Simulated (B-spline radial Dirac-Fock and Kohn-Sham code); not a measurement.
Pb: input and output of one calculation

ΔSCF core binding energies without Breit or QED terms, calculated with an atomic code on a B-spline grid. Keys: rel is the Hamiltonian (dirac, or spin-free x2c and nr, where L3 and M5 stand for the whole 2p and 3d shells), method is hf or an exchange,correlation pair (spin-unpolarised, also for the hole states), nuc the nuclear model, radius_factor scales its radius, rmax is the box in bohr, h the logarithmic mesh step, order the B-spline order, points the quadrature points per cell, c_factor scales the speed of light, and damp, ndamp, maxit and tol steer the iteration. The run stops when the commutator error falls below 10·tol·max(1, Z/10), or the numerical noise floor, and the energy has settled to about 1e-8 Ha; the virial ratio is −V/T.

Input (task.json):

```json
{"items": [{"Z": 82, "q": 0, "cfg": [[1, 0, 2], [2, 0, 2], [2, 1, 6], [3, 0, 2], [3, 1, 6], [3, 2, 10], [4, 0, 2], [4, 1, 6], [4, 2, 10], [4, 3, 14], [5, 0, 2], [5, 1, 6], [5, 2, 10], [6, 0, 2], [6, 1, 2]], "A": 208, "rrms": 5.5012, "do": "settings", "holes": ["K", "L3", "M5"],
  "settings": [{"rel": "dirac", "method": "hf", "nuc": "fermi", "radius_factor": 1.0, "rmax": 45.0, "h": 0.9, "order": 8, "points": 10, "c_factor": 1.0, "maxit": 67, "damp": 0.5, "ndamp": 3, "tol": 1e-08}]}]}
```

Command: `python xray2_run.py task.json out`

Ground-state iterations:

```
iter   energy (Ha)        error
   1   -20833.89706984  5.55e+00
   2   -20834.57073328  3.29e-01
   3   -20834.78031165  6.26e-02
   4   -20834.78111009  2.88e-02
   5   -20834.78126964  1.34e-03
   6   -20834.78127607  5.52e-04
   7   -20834.78127681  2.28e-04
   8   -20834.78127695  4.92e-05
   9   -20834.78127697  6.85e-06
  10   -20834.78127697  6.69e-07
```

The ground state converged in 10 iterations, with total energy -20834.78128 Ha, virial ratio 1.82618 and highest orbital energy -5.28 eV. ΔSCF binding energies: K (1s) 88058.2 eV, L3 (2p3/2) 12935.0 eV, M5 (3d5/2) 2475.3 eV.

Question: One setting is unsound. Which, and why?

Answer: h is too large to resolve the orbitals. With the default settings (Dirac Hartree-Fock): The ground state converged in 10 iterations, with total energy -20913.70281 Ha, virial ratio 1.86031 and highest orbital energy -5.98 eV. ΔSCF binding energies: K (1s) 88500.3 eV, L3 (2p3/2) 13080.8 eV, M5 (3d5/2) 2494.8 eV.
